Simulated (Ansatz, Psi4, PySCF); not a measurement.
C₆H₁₄AlO₂ (SMILES CC(C)[O][Al][O]C(C)C), doublet, geometry from GFN2-xTB (such geometries of metal compounds can be far from the true shape) (the spin is typed, not shown lowest). Base run: PySCF with HF/STO-3G.

The PySCF input:
```python
from pyscf import gto, scf

mol = gto.M(
    atom='''
Al   -0.06489000    0.07302100   -0.02164304
O    -0.74167654   -0.06797055    1.48959386
C    -1.34465538   -0.24542795    2.74564705
C    -0.78590050   -1.50056456    3.41016958
C    -2.85912552   -0.33458999    2.58033630
H    -1.09825445    0.63133145    3.36187800
H    -1.01834050   -2.37111511    2.80068553
H    -1.21833972   -1.62994522    4.39941019
H     0.29471361   -1.42029144    3.50172023
H    -3.23045922    0.56210354    2.08971305
H    -3.10940379   -1.19546240    1.96417409
H    -3.34096176   -0.43557428    3.54988716
O     0.65408158    0.53404850   -1.44728820
C     1.31114141    0.86830031   -2.64279541
C     1.03030390   -0.19881636   -3.69715278
C     2.80849146    1.01122591   -2.38542695
H     0.90903608    1.83231394   -2.98664233
H     1.41972441   -1.15698343   -3.36006985
H     1.50101617    0.06744395   -4.64045946
H    -0.04219118   -0.29480770   -3.84904116
H     2.98151368    1.76371456   -1.61958686
H     3.21151133    0.06291010   -2.03652311
H     3.32323263    1.30570156   -3.29689835
''',
    basis='sto-3g',
    spin=1,
    verbose=4,
)

mf = scf.UHF(mol)
mf.kernel()
```

The same geometry, method and basis name were run in Ansatz (a first-principles code) and Psi4 and PySCF, at each program's defaults and at the settings that a row names. The base is PySCF at its defaults. Differences at the defaults can come from grids, fitting, cores and function types together.

```tsv
code and settings	ΔE vs base (µEh)	basis functions	E (Eh)	SCF cycles	dipole (D)
PySCF, defaults (exact integrals, spherical functions)	0.0	63	-619.24476	12	0.38
Psi4, defaults (density fitting with its default set, spherical functions)	-1094	63	-619.24585	9	0.38
Ansatz, defaults (factorised integrals, spherical functions)	44.7	63	-619.24471	-	-
PySCF, density fitting with def2-universal-jkfit	-1094	63	-619.24585	12	0.38
Psi4, exact integrals, spherical functions	0.0	63	-619.24476	15	0.38
Ansatz, high accuracy	0.0	63	-619.24476	-	-
```

Open shells are given as the SCF converged; they aren't shown to be the lowest states, and a large step between rows can be another state.
